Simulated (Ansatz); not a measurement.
Geometry optimisation, RKS r2SCAN/STO-3G (Ansatz).

Input:

```yaml
crystal:
  periodic: [false, false, false]
  atoms:
    - { symbol: Si, position_ang: [0.0, 0.0, 0.0] }
    - { symbol: Cl, position_ang: [0.0, 0.0, 2.13] }
    - { symbol: Si, position_ang: [2.0935, 0.0, -0.7393] }
    - { symbol: H, position_ang: [2.5508, -1.3762, -0.9079] }
    - { symbol: H, position_ang: [2.1573, 0.6939, -2.0222] }
    - { symbol: H, position_ang: [2.951, 0.6823, 0.2255] }
    - { symbol: Si, position_ang: [-1.0456, 1.8115, -0.7393] }
    - { symbol: H, position_ang: [-2.4302, 1.478, -1.0607] }
    - { symbol: H, position_ang: [-1.0215, 2.8436, 0.2931] }
    - { symbol: H, position_ang: [-0.3743, 2.3069, -1.9374] }
    - { symbol: Si, position_ang: [-1.0456, -1.8115, -0.7393] }
    - { symbol: H, position_ang: [-1.7029, -2.4846, 0.3772] }
    - { symbol: H, position_ang: [-2.0454, -1.4265, -1.7311] }
    - { symbol: H, position_ang: [-0.0777, -2.7173, -1.3511] }
basis:
  gaussian: { orbitals: STO-3G }
hamiltonian:
  xc: r2scan
relax:
  f_tol: 0.02
  max_steps: 40
```

Command:

```bash
$ ansatz run input.yaml --threads 1 --pin off --max-ram 2048MiB --backend cpu --events-out ev --progress --plain --runs-dir out
```

**Question.** Where does it end, and by what steps?

**Answer.** The run converged. The force dipped under the threshold on the way, but the program's further checks kept it going. Limits of this set-up: minimal basis. After 20 steps the energy has fallen by 0.218 eV; H12 moved furthest, 1.16 Å.

| step | energy less start (eV) | largest force component (eV/Å) | accepted |
| --- | --- | --- | --- |
| 0 | 0.0000 | 1.021 | yes |
| 1 | -0.0815 | 0.392 | yes |
| 2 | -0.1493 | 0.078 | yes |
| 3 | -0.1655 | 0.175 | yes |
| 4 | -0.1677 | 0.389 | yes |
| 5 | -0.1796 | 0.137 | yes |
| 6 | -0.1904 | 0.012 | yes |
| 7 | -0.1943 | 0.230 | yes |
| 8 | -0.2008 | 0.096 | yes |
| 9 | -0.2069 | 0.009 | yes |
| 10 | -0.2063 | 0.298 | no |
| 11 | -0.2099 | 0.069 | yes |
| 12 | -0.2115 | 0.122 | yes |
| 13 | -0.2128 | 0.133 | yes |
| 14 | -0.2143 | 0.105 | yes |
| 15 | -0.2159 | 0.057 | yes |
| 16 | -0.2166 | 0.060 | yes |
| 17 | -0.2170 | 0.057 | yes |
| 18 | -0.2174 | 0.024 | yes |
| 19 | -0.2175 | 0.020 | yes |
| 20 | -0.2176 | 0.016 | yes |

```xyz
14
Properties=species:S:1:pos:R:3
Si 0.009 -0.058 -0.090
Cl 0.050 -0.302 2.037
Si 2.169 0.062 -0.763
H 2.891 -1.140 -0.411
H 2.210 0.209 -2.202
H 2.837 1.200 -0.173
Si -1.123 1.863 -0.495
H -2.480 1.779 -0.007
H -0.471 2.994 0.125
H -1.168 2.093 -1.923
Si -1.053 -1.876 -0.925
H -2.398 -1.976 -0.404
H -1.131 -1.757 -2.365
H -0.335 -3.090 -0.608
```

Run time: 2.1 min on 1 thread of Arm Neoverse V2, on a shared host, peak memory 0.15 GiB.
